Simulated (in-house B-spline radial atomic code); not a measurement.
# Solving the quasi-particle equation for 5p up of Ba VI (Ba5+)

Configuration [Kr] 4d10 5s2 5p3, highest spin, start PBE; correlation leaves out the 8 deepest shells. Computed with a B-spline radial code for spherical atoms: all electrons, scalar-relativistic (spin-free one-electron X2C), finite nucleus, each spin shell either full or empty, empty states to l = 9 with an (l + 1/2)⁻⁴ tail; G0W0 by contour deformation at full frequency.

Spin-orbit coupling, left out, splits p levels strongly here.

Spin-orbit coupling splits this shell strongly; the level is its average.

At the mean-field level ε = -67.662 eV the matrix elements are Σx = -26.508 eV, v_xc = -20.543 eV and Σc(ε) = -1.026 eV, and the slope of the correlation self-energy is dΣc/dω = -0.0526. The quasi-particle energy solves E = ε + Σx − v_xc + Σc(E).

(1) What does the linearised equation give?

(2) How does that compare with the full solution and with static screening?

## Answers

(1) Z = 1/(1 − dΣc/dω) = 1/1.0526 = 0.9500. The first-order shift is Σx − v_xc + Σc(ε) = -26.508 − (-20.543) + (-1.026) = -6.991 eV, so E ≈ ε + Z × shift = -67.662 + 0.9500 × (-6.991) = -74.303 eV.

(2) Solving the equation at full frequency dependence gives E = -74.274 eV, where Σc = -0.647 eV and the weight is 0.939; the linearised value is off by 29 meV. Leaving Z out would give -74.653 eV. Static COHSEX puts -3.069 eV in place of Σc and gives -76.696 eV, 2.42 eV deeper.
